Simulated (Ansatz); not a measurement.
Consider the formal hydrolysis of the Hf–C bond: `C#[C][Hf]([OH])([OH])[Cl]` + H₂O → `[OH][Hf]([OH])([OH])[Cl]` + `C#C`.

Computed with Ansatz on PBE0-D4/def2-TZVP structures; ΔE is electronic, products minus reactants. CBS: MP2 limit from def2 TZ/QZ plus the TZ coupled-cluster correction, frozen cores. This one scheme is used for every species. Functionals use def2-TZVPP. def2 core potentials past Kr. For Hf outer-core shells are correlated without core-valence functions, which leaves a few kJ/mol of doubt a bond. One conformer a species, not always the lowest.

| level | ΔE (kJ/mol) | difference from CCSD(T)/CBS |
| --- | --- | --- |
| PBE-D4 | -90.2 | 0.6 |
| r2SCAN-D4 | -95.1 | -4.3 |
| B97M-V | -91.3 | -0.5 |
| PBE0-D4 | -90.9 | -0.1 |
| r2SCAN | -95.8 | -5.0 |
| PBE0 | -92.6 | -1.8 |
| r2SCANh | -95.7 | -4.9 |
| CCSD/def2-SVP | -107.9 | -17.1 |
| CCSD/def2-TZVPP | -91.7 | -0.9 |
| CCSD/CBS(def2) | -94.2 | -3.4 |
| CCSD(T)/CBS | -90.8 | 0 |

Largest T1 diagnostic among the species: 0.015.

In def2-TZVPP, CCSD(T) changes the Hartree–Fock value by +11.9 kJ/mol (the triples alone add +3.4 kJ/mol) and MP2 by +12.1 kJ/mol. Leaving LDA and LC-ωPBE aside and taking each functional with its dispersion term where it has one, the values, not all of them listed here, spread over 17.0 kJ/mol, from CAM-B3LYP-D4 to revPBE-D4. LDA lies −7.4 kJ/mol from PBE without D4. From BLYP to BHLYP (50 % exact exchange), in def2-TZVPP and without D4, ΔE moves by −3.2 kJ/mol.

CCSD(T)/CBS has its own doubt, a few kJ/mol and more with outer-core shells, so smaller differences from it don't rank the levels.
